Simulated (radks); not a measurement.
The numbers below are computed, except where a source is named.
Excited configurations of Ce I: one electron is placed in a higher orbital outside [Xe] 4f1 5d2. The ground configuration is [Xe] 4f1 5d1 6s2. Code: a radial shooting solver on a logarithmic mesh with Libxc functionals. Model: Dirac Kohn-Sham, LDA (Slater exchange, Perdew-Wang correlation), spin-unpolarised, spherical densities, finite nucleus; open shells are shared between the two j in proportion to 2j + 1; Fermi nuclear charge, rms radius 4.8771 fm. Excitation = E - E(ground); binding = E(ion) - E, where the ion is the core of charge +1; n* = 1/sqrt(2 binding) in atomic units, and the quantum defect is n - n*. Eigenvalue and <r> are those of j = l + 1/2.

| outer orbital | excitation (eV) | binding (eV) | quantum defect | eigenvalue (eV) | <r> (bohr) |
|---|---|---|---|---|---|
| 5f | 5.579 | 0.926 | 1.167 | -0.433 | 16.97 |
| 6s | 0.923 | 5.582 | 4.439 | -3.373 | 4.478 |
| 6p | 3.198 | 3.307 | 3.972 | -1.633 | 6.165 |
| 6d | 5.029 | 1.476 | 2.964 | -0.721 | 11.70 |
| 6f | 5.857 | 0.648 | 1.417 | -0.371 | 28.59 |
| 7s | 4.463 | 2.042 | 4.419 | -1.223 | 10.70 |
| 7p | 4.978 | 1.527 | 4.015 | -0.883 | 13.66 |
| 7d | 5.593 | 0.912 | 3.138 | -0.531 | 21.63 |
| 7f | 6.034 | 0.471 | 1.625 | -0.293 | 42.81 |

The Delta-SCF ionisation energy is 6.505 eV (NIST Atomic Spectra Database: 5.539 eV, measured). Self-interaction in the functional shifts the binding energies and quantum defects, so they are the method's values and not measured ones. Spin polarisation and multiplet splitting are left out, so open shells lie too high by an amount that depends on their filling. Sharing an open shell by 2j + 1 raises it above the true ground level by a part of the spin-orbit splitting, which enters the differences from NIST.

Beside tabulated values, note that spin-unpolarised runs miss the spin-polarisation part of the exchange energy of open shells.
